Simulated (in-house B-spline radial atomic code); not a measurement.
## Two electrons outside the bare core: Fe24+

Computed with an all-electron radial atomic-structure program (B-spline basis): configuration interaction (CI) of the two electrons, alone and with Breit and QED terms (there is no core, so MBPT adds nothing); no-pair Dirac Hamiltonian, finite nucleus. Labels give the configuration (outer n counted up each series) and the leading LS term, or the jj pair where no LS term holds 70 %.

Excitation energies (eV):

```json
{"level": "1s2 1S0", "purity of the LS term": "1.0", "CI alone": "0", "CI + MBPT + Breit + QED": "0"}
{"level": "1s2s 3S1", "purity of the LS term": "1.0", "CI alone": "6645.5", "CI + MBPT + Breit + QED": "6635.8"}
{"level": "1s2p 3P°0", "purity of the LS term": "1.0", "CI alone": "6672.7", "CI + MBPT + Breit + QED": "6664.8"}
{"level": "1s2p 3P°1", "purity of the LS term": "0.913", "CI alone": "6676.5", "CI + MBPT + Breit + QED": "6666.7"}
{"level": "1s2s 1S0", "purity of the LS term": "1.0", "CI alone": "?", "CI + MBPT + Breit + QED": "?"}
{"level": "1s2p 3P°2", "purity of the LS term": "1.0", "CI alone": "6691.6", "CI + MBPT + Breit + QED": "6681.5"}
{"level": "1s2p 1P°1", "purity of the LS term": "0.913", "CI alone": "6709.7", "CI + MBPT + Breit + QED": "6699.6"}
{"level": "1s3s 3S1", "purity of the LS term": "1.0", "CI alone": "7872.5", "CI + MBPT + Breit + QED": "7862.4"}
{"level": "1s3p 3P°0", "purity of the LS term": "1.0", "CI alone": "7880.1", "CI + MBPT + Breit + QED": "7870.5"}
{"level": "1s3s 1S0", "purity of the LS term": "1.0", "CI alone": "7880.5", "CI + MBPT + Breit + QED": "7870.8"}
{"level": "1s3p 3P°1", "purity of the LS term": "0.904", "CI alone": "7881.1", "CI + MBPT + Breit + QED": "7871"}
{"level": "1s3p 3P°2", "purity of the LS term": "1.0", "CI alone": "7885.6", "CI + MBPT + Breit + QED": "7875.4"}
{"level": "1s3d (1/2,3/2)2", "purity of the LS term": "0.657 (3D)", "CI alone": "7890", "CI + MBPT + Breit + QED": "7879.7"}
{"level": "1s3d 3D1", "purity of the LS term": "1.0", "CI alone": "7889.9", "CI + MBPT + Breit + QED": "7879.8"}
{"level": "1s3p 1P°1", "purity of the LS term": "0.904", "CI alone": "7890.5", "CI + MBPT + Breit + QED": "7880.3"}
{"level": "1s3d 3D3", "purity of the LS term": "1.0", "CI alone": "7891.6", "CI + MBPT + Breit + QED": "7881.3"}
{"level": "1s3d (1/2,5/2)2", "purity of the LS term": "0.657 (1D)", "CI alone": "7891.8", "CI + MBPT + Breit + QED": "7881.6"}
{"level": "1s4s 3S1", "purity of the LS term": "1.0", "CI alone": "8297.4", "CI + MBPT + Breit + QED": "8287.2"}
{"level": "1s4p 3P°0", "purity of the LS term": "1.0", "CI alone": "8300.5", "CI + MBPT + Breit + QED": "8290.5"}
{"level": "1s4s 1S0", "purity of the LS term": "1.0", "CI alone": "?", "CI + MBPT + Breit + QED": "?"}
{"level": "1s4p 3P°1", "purity of the LS term": "0.9", "CI alone": "8300.9", "CI + MBPT + Breit + QED": "8290.8"}
{"level": "1s4p 3P°2", "purity of the LS term": "1.0", "CI alone": "8302.8", "CI + MBPT + Breit + QED": "8292.6"}
{"level": "1s4d (1/2,3/2)2", "purity of the LS term": "0.673 (3D)", "CI alone": "8304.6", "CI + MBPT + Breit + QED": "8294.4"}
{"level": "1s4d 3D1", "purity of the LS term": "1.0", "CI alone": "8304.6", "CI + MBPT + Breit + QED": "8294.4"}
{"level": "1s4p 1P°1", "purity of the LS term": "0.9", "CI alone": "8304.8", "CI + MBPT + Breit + QED": "8294.6"}
{"level": "1s4d 3D3", "purity of the LS term": "1.0", "CI alone": "8305.3", "CI + MBPT + Breit + QED": "8295.1"}
{"level": "1s4f (1/2,5/2)°3", "purity of the LS term": "0.569 (3F)", "CI alone": "8305.4", "CI + MBPT + Breit + QED": "8295.2"}
{"level": "1s4d (1/2,5/2)2", "purity of the LS term": "0.673 (1D)", "CI alone": "8305.4", "CI + MBPT + Breit + QED": "8295.2"}
{"level": "1s4f 3F°2", "purity of the LS term": "1.0", "CI alone": "8305.4", "CI + MBPT + Breit + QED": "8295.2"}
{"level": "1s4f 3F°4", "purity of the LS term": "1.0", "CI alone": "8305.8", "CI + MBPT + Breit + QED": "8295.6"}
```

Question: Where does 1s4s 1S0 lie?

Answer: 8300.6 eV in CI alone and 8290.6 eV with all corrections.

Question: Where does 1s2s 1S0 lie?

Answer: 6675.8 eV in CI alone and 6667.4 eV with all corrections.

Question: What is the first ionisation energy?

Answer: 8827.3 eV to the 1s1/2 state of the next ion (8837.5 eV from CI alone). NIST lists 8828.1864 ± 0.0012 eV (tabulated theory).

Some electric-dipole lines (reduced elements in atomic units, length form; vacuum wavelengths from the computed energies):

| upper | lower | D bare (size) | D with core polarisation (size) | λ (nm) | A (s⁻¹) |
| --- | --- | --- | --- | --- | --- |
| 1s2p 3P°0 | 1s2s 3S1 | 0.117 | 0.117 | 42.713 | 3.6e+08 |
| 1s2p 3P°1 | 1s2s 3S1 | 0.194 | 0.194 | 40.02 | 4e+08 |
| 1s2p 3P°2 | 1s2s 3S1 | 0.264 | 0.264 | 27.111 | 1.4e+09 |
| 1s2p 1P°1 | 1s2s 3S1 | 0.0609 | 0.0609 | 19.427 | 3.4e+08 |
| 1s3s 3S1 | 1s2p 3P°0 | 0.0232 | 0.0232 | 1.0352 | 3.3e+11 |
| 1s3p 3P°0 | 1s2s 3S1 | 0.0668 | 0.0668 | 1.0041 | 8.9e+12 |
| 1s3p 3P°1 | 1s2s 3S1 | 0.11 | 0.11 | 1.0037 | 8.1e+12 |
| 1s3p 3P°2 | 1s2s 3S1 | 0.147 | 0.147 | 1.0001 | 8.7e+12 |
| 1s3d 3D1 | 1s2p 3P°0 | 0.151 | 0.151 | 1.0205 | 1.4e+13 |
| 1s3p 1P°1 | 1s2s 3S1 | 0.0345 | 0.0345 | 0.99621 | 8.2e+11 |

Weak lines are less accurate than strong ones.
